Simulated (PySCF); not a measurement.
Cyclo-(SiH2)5.
Bonds: Si1–Si4, Si1–Si13, Si4–Si7, Si7–Si10, Si10–Si13. Hydrogens: H2, H3 on Si1; H5, H6 on Si4; H8, H9 on Si7; H11, H12 on Si10; H14, H15 on Si13.

The closed-shell ground state was solved at several levels (PySCF, density fitting, gas phase, non-relativistic). Geometry: PBE0-D3(BJ)/def2-SVP, one conformer, isolated molecule. The dipole stays under 0.02 D at every level.

```
           level  basis functions  total energy (Eh)  HOMO (eV)  LUMO (eV)  gap (eV)
   PBE0/pcSseg-1              170         -1452.8139      -7.93      -1.43      6.50
wB97X-D/pcSseg-1              170         -1453.4101      -9.66       0.22      9.88
```

Q: Estimate the row for B3LYP/def2-SVPD, a basis of 200 functions; the other rows only guide the guess.

A: Total energy -1453.1293 Eh, HOMO -7.59 eV, LUMO -1.55 eV, gap 6.04 eV.

Q: Over all these levels, which gives the widest orbital gap and which the narrowest?

A: wB97X-D/pcSseg-1 (range-separated hybrid) has the widest, 9.88 eV, and B3LYP/def2-SVPD (global hybrid, 20 % exact exchange) the narrowest, 6.04 eV. Functional and basis both differ between the two, so the spread mixes both effects.

Note: wB97X-D ran without an empirical dispersion term, which enters the total energy and its gradient alone.
